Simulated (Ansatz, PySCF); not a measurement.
CH10OSi4, SMILES [SiH3][Si@@H]1[SiH2]CO[SiH2]1. Atoms are numbered in the order given.

```xyz
16

Si     2.7077     0.3445     0.3445
Si     0.5897     0.7016    -0.5715
Si    -1.0324     1.0791     1.0862
C     -2.3135    -0.2631     0.5682
O     -1.6502    -1.4161     0.0927
Si    -0.4977    -1.3168    -1.1287
H      3.2451     1.5902     0.9733
H      3.6759    -0.1228    -0.6952
H      2.5796    -0.7119     1.3950
H      0.5762     1.7216    -1.6657
H     -0.4803     0.7563     2.4385
H     -1.6394     2.4454     1.1144
H     -3.0008     0.1546    -0.1939
H     -2.9384    -0.5572     1.4271
H     -1.1414    -1.2546    -2.4800
H      0.3301    -2.5511    -1.0340
```
Charge 0, spin multiplicity 1.

Geometry optimised at PBE0-D3(BJ)/def2-SVP. The structure was generated by enumeration; whether it is a known compound was not checked. The values are those of a single conformer.

Two levels are set side by side: PBE-D3(BJ)/def2-SVP (Ansatz, a quantum-chemistry and plane-wave program) and PBE0-D3(BJ)/def2-SVP (Ansatz). Each level has its own optimised geometry; the coordinates shown are those of the second. Frequencies come from the Hessian of PySCF at each geometry. Differences are taken from unrounded values.

```
quantity                            PBE0-D3(BJ)  PBE-D3(BJ)  PBE-D3(BJ) minus PBE0-D3(BJ)
----------------------------------  -----------  ----------  ----------------------------
mean bond length (Å)                      1.640       1.651                         0.011
bond Si1–Si2 (Å)                          2.335       2.342                         0.007
bond Si2–Si3 (Å)                          2.350       2.359                         0.009
bond Si2–Si6 (Å)                          2.359       2.369                         0.010
bond Si3–C4 (Å)                           1.926       1.941                         0.014
bond C4–O5 (Å)                            1.413       1.427                         0.014
bond O5–Si6 (Å)                           1.682       1.701                         0.019
bond Si1–H7 (Å)                           1.495       1.506                         0.010
bond Si1–H8 (Å)                           1.496       1.506                         0.010
bond Si1–H9 (Å)                           1.495       1.506                         0.010
bond Si2–H10 (Å)                          1.496       1.506                         0.011
bond Si3–H11 (Å)                          1.496       1.506                         0.010
bond Si3–H12 (Å)                          1.495       1.506                         0.011
bond C4–H13 (Å)                           1.108       1.117                         0.009
bond C4–H14 (Å)                           1.102       1.111                         0.009
bond Si6–H15 (Å)                          1.498       1.510                         0.012
bond Si6–H16 (Å)                          1.489       1.500                         0.011
highest harmonic wavenumber (cm⁻¹)         3112        3015                           -97
mean harmonic wavenumber (cm⁻¹)            1058        1021                           -37
zero-point energy (kcal/mol)              63.51       61.28                         -2.23
```

GGA bonds tend to be longer and softer than those of functionals with exact exchange. Differences between two approximate levels are no errors against the true value.
